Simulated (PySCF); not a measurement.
C₈H₅N₅, SMILES C1=CC2=NC=NC3=NC=CC(=N1)N23. Heavy atoms are numbered as in [CH:1]1=[CH:2][C:3]2=[N:4][CH:5]=[N:6][C:7]3=[N:8][CH:9]=[CH:10][C:11](=[N:12]1)[N:13]23. Hydrogens are named by the atom that carries them.

Coordinates come from a B3LYP-D3(BJ)/def2-SVP optimisation.

Method: KT2/pcSseg-1 in PySCF.

GIAO shieldings, no solvent; atoms alike by connectivity are averaged. δ = σ(ref) − σ: ¹³C against TMS (σ = 185.1 ppm); ¹⁵N against NH3 (σ = 266.2 ppm); ¹H against TMS (σ = 31.47 ppm), references at their B3LYP-D3(BJ)/def2-TZVP geometries, non-relativistic.

Computed chemical shifts:
| nucleus | atoms | count | δ (ppm) |
|---|---|---|---|
| ¹³C | C5 (CH) | 1 | 164.1 |
| ¹³C | C3 | 1 | 157.9 |
| ¹³C | C1 (CH) | 1 | 156.6 |
| ¹³C | C9 (CH) | 1 | 156.0 |
| ¹³C | C11 | 1 | 153.8 |
| ¹³C | C7 | 1 | 153.6 |
| ¹³C | C10 (CH) | 1 | 110.2 |
| ¹³C | C2 (CH) | 1 | 107.4 |
| ¹⁵N | N6 | 1 | 271.7 |
| ¹⁵N | N12 | 1 | 270.1 |
| ¹⁵N | N8 | 1 | 266.3 |
| ¹⁵N | N4 | 1 | 250.2 |
| ¹⁵N | N13 | 1 | 222.0 |
| ¹H | H on C9 | 1 | 7.36 |
| ¹H | H on C5 | 1 | 7.22 |
| ¹H | H on C1 | 1 | 7.18 |
| ¹H | H on C10 | 1 | 5.55 |
| ¹H | H on C2 | 1 | 5.25 |
